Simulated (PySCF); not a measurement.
Computed Raman spectrum (relative Raman activity) of a molecule C₅H₇F. Geometry optimised at PBE0-D3(BJ)/def2-SVP. The values are those of a single conformer. Level of theory: PBE0-D3(BJ)/def2-SVP (PySCF). Harmonic, unscaled wavenumbers; measured fundamentals usually lie a few per cent lower.

Lines under 2 % of the strongest are left out, and lines within 2 cm⁻¹ are merged.

ν (cm⁻¹): 356 (vw), 827 (vw), 1249 (vw), 1339 (w), 1381 (vw), 1424 (vw), 1455 (vw), 1470 (vw), 2251 (m), 3056 (w), 3066 (w), 3070 (vs), 3119 (m), 3170 (m), 3177 (m), 3491 (w) (against the strongest line: vs over 80 %, s over 45 %, m over 15 %, w over 4 %, vw less)

**Question.** Which molecule gave these data?
A. C=C(F)/C=C/C
B. FC1CC=CC1
C. C#CC[C@@H](C)F
D. C#C[C@H](F)CC

**Answer.** C, C#CC[C@@H](C)F
